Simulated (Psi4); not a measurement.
F$_{5}$V, triplet, at a GFN2-xTB geometry (such geometries of metal compounds can be far from the true shape) (the multiplicity is a formal guess); Psi4 with BHHLYP/STO-3G.

Psi4 was given this input:
```
memory 2 GB

molecule mol {
0 3
V    -0.062885    0.023802    0.081813
F     1.209723   -0.743008    1.279153
F    -1.331884    0.789246   -1.120222
F     0.340421    1.489563    0.590642
F     0.982342   -0.371818   -1.278020
F    -1.039897   -1.224811    0.319369
}

set {
  basis sto-3g
  reference uks
}

energy('bhhlyp')
print_variables()
```

**Question.** What does Psi4 print? Leave out banner, timings and long lists.

**Answer.** 
```
   => Loading Basis Set <=

    Name: STO-3G
    Role: ORBITAL
    Keyword: BASIS

         ---------------------------------------------------------
                                   SCF
               by Justin Turney, Rob Parrish, Andy Simmonett
                          and Daniel G. A. Smith
                              UKS Reference
         ---------------------------------------------------------

  ==> Geometry <==

    Molecular point group: c1
    Full point group: C1

    Geometry (in Angstrom), charge = 0, multiplicity = 3:

       Center              X                  Y                   Z               Mass
    ------------   -----------------  -----------------  -----------------  -----------------
         V           -0.061853915236     0.023411875504     0.080471796615    50.943957040000
         F            1.210754084764    -0.743398124496     1.277811796615    18.998403162730
         F           -1.330852915236     0.788855875504    -1.121563203385    18.998403162730
         F            0.341452084764     1.489172875504     0.589300796615    18.998403162730
         F            0.983373084764    -0.372208124496    -1.279361203385    18.998403162730
         F           -1.038865915236    -1.225201124496     0.318027796615    18.998403162730

  Running in c1 symmetry.

  Rotational constants: A =      0.10881  B =      0.08244  C =      0.07422 [cm^-1]
  Rotational constants: A =   3261.99142  B =   2471.34841  C =   2224.98762 [MHz]
  Nuclear repulsion =  472.361089068594481

  Charge       = 0
  Multiplicity = 3
  Electrons    = 68
  Nalpha       = 35
  Nbeta        = 33

  ==> Algorithm <==

  SCF Algorithm Type is DF.
  DIIS enabled.
  MOM disabled.
  Fractional occupation disabled.
  Guess Type is SAD.
  Energy threshold   = 1.00e-06
  Density threshold  = 1.00e-06
  Integral threshold = 1.00e-12

  ==> Primary Basis <==

  Basis Set: STO-3G
    Blend: STO-3G
    Number of shells: 23
    Number of basis functions: 43
    Number of Cartesian functions: 44
    Spherical Harmonics?: true
    Max angular momentum: 2

  ==> DFT Potential <==

   => LibXC <=

    Version 7.1.2
    S. Lehtola, C. Steigemann, M. J. T. Oliveira, and M. A. L. Marques,  SoftwareX 7, 1–5 (2018) (10.1016/j.softx.2017.11.002)

   => Composite Functional: BHANDHLYP <=

    BHandHLYP Hyb-GGA Exchange-Correlation Functional

    A. D. Becke,  J. Chem. Phys. 98, 1372 (1993) (10.1063/1.464304)
    Defined through Gaussian implementation.

    Deriv               =              1
    GGA                 =           TRUE
    Meta                =          FALSE

    Exchange Hybrid     =           TRUE
    MP2 Hybrid          =          FALSE

   => Exchange Functionals <=

    0.5000         Becke 88

   => Exact (HF) Exchange <=

    0.5000               HF

   => Correlation Functionals <=

    1.0000   Lee, Yang & Parr

   => LibXC Density Thresholds  <==

    XC_HYB_GGA_XC_BHANDHLYP:  1.00E-15

   => Molecular Quadrature <=

    Radial Scheme          =       TREUTLER
    Pruning Scheme         =           NONE
    Nuclear Scheme         =       TREUTLER

    Blocking Scheme        =         OCTREE
    BS radius alpha        =              1
    Pruning alpha          =              1
    Radial Points          =             75
    Spherical Points       =            302
    Total Points           =         128884
    Total Blocks           =           1048
    Max Points             =            256
    Max Functions          =             39
    Weights Tolerance      =       1.00E-15

   => Loading Basis Set <=

    Name: (STO-3G AUX)
    Role: JKFIT
    Keyword: DF_BASIS_SCF

  ==> Integral Setup <==

  SCF_SUBTYPE=INCORE selected. In-core MEM_DF algorithm will be used.
  Using in-core AOs.

  ==> MemDFJK: Density-Fitted J/K Matrices <==

    J tasked:                   Yes
    K tasked:                   Yes
    wK tasked:                   No
    Algorithm:                 Core
    Schwarz Cutoff:           1E-12
[...]

   -------------------------
    Irrep   Nso     Nmo
   -------------------------
     A         43      43
   -------------------------
    Total      43      43
   -------------------------

  ==> Iterations <==

                           Total Energy        Delta E     RMS |[F,P]|

   @DF-UKS iter SAD: -1423.78480519768095   -1.42378e+03   0.00000e+00
   @DF-UKS iter   1: -1425.94446306286136   -2.15966e+00   1.22249e-02 ADIIS/DIIS
   @DF-UKS iter   2: -1425.09691088944464    8.47552e-01   3.66652e-02 ADIIS/DIIS
   @DF-UKS iter   3: -1426.14071556609701   -1.04380e+00   4.36571e-03 ADIIS/DIIS
   @DF-UKS iter   4: -1426.15965101759048   -1.89355e-02   9.19377e-04 ADIIS/DIIS
   @DF-UKS iter   5: -1426.16104369786581   -1.39268e-03   1.74704e-04 ADIIS/DIIS
   @DF-UKS iter   6: -1426.16121349517039   -1.69797e-04   1.03341e-04 ADIIS/DIIS
   @DF-UKS iter   7: -1426.16124706598339   -3.35708e-05   2.46447e-05 DIIS
   @DF-UKS iter   8: -1426.16125012595330   -3.05997e-06   1.88741e-05 DIIS
   @DF-UKS iter   9: -1426.16124999751787    1.28435e-07   2.24461e-05 DIIS
   @DF-UKS iter  10: -1426.16125079297080   -7.95453e-07   1.35948e-06 DIIS
   @DF-UKS iter  11: -1426.16125079895278   -5.98197e-09   3.56528e-07 DIIS
  Energy and wave function converged.

  ==> Post-Iterations <==

   Electrons on quadrature grid:
      Nalpha   =   35.0000385923 ; deviation = 3.859e-05
      Nbeta    =   33.0000346659 ; deviation = 3.467e-05
      Ntotal   =   68.0000732582 ; deviation = 7.326e-05

   @Spin Contamination Metric:   8.308985239E-03
   @S^2 Expected:                2.000000000E+00
   @S^2 Observed:                2.008308985E+00
   @S   Expected:                1.000000000E+00
   @S   Observed:                1.000000000E+00

    Orbital Energies [Eh]
    ---------------------

    Alpha Occupied:

[...]
    Alpha Virtual:

[...]
    Beta Occupied:

[...]
    Beta Virtual:

[...]
      43A      0.599041

    Final Occupation by Irrep:
              A
    DOCC [    33 ]
    SOCC [     2 ]
    NA   [    35 ]
    NB   [    33 ]

  @DF-UKS Final Energy: -1426.16125079895278

   => Energetics <=

    Nuclear Repulsion Energy =            472.3610890685944810
    One-Electron Energy =               -2914.1792572746326186
    Two-Electron Energy =                1065.8654629041609496
    DFT Exchange-Correlation Energy =     -50.2085454970755833
    Empirical Dispersion Energy =           0.0000000000000000
    VV10 Nonlocal Energy =                  0.0000000000000000
    Total Energy =                      -1426.1612507989527785

  UHF NO Occupations:
  HONO-2 :   33  A 1.9966656
  HONO-1 :   34  A 1.0000000
  HONO-0 :   35  A 1.0000000
  LUNO+0 :   36  A 0.0033344
  LUNO+1 :   37  A 0.0003711
  LUNO+2 :   38  A 0.0002098
  LUNO+3 :   39  A 0.0000785

Computation Completed

Properties will be evaluated at   0.000000,   0.000000,   0.000000 [a0]

Properties computed using the SCF density matrix

 Multipole Moments:

 ------------------------------------------------------------------------------------
     Multipole            Electronic (a.u.)      Nuclear  (a.u.)        Total (a.u.)
 ------------------------------------------------------------------------------------

 L = 1.  Multiply by 2.5417464519 to convert [e a0] to [Debye]
 Dipole X            :         -0.5220781            0.1324769           -0.3896012
 Dipole Y            :          0.1976094           -0.0501429            0.1474665
 Dipole Z            :          0.6792142           -0.1723522            0.5068620
 Magnitude           :                                                    0.6560828

 ------------------------------------------------------------------------------------

  Variable Map:
  ----------------------------------------------------------------------------
[...]
  Array Variable Map:
  ----------------------------------------------------------------------------
[...]
[...]
```
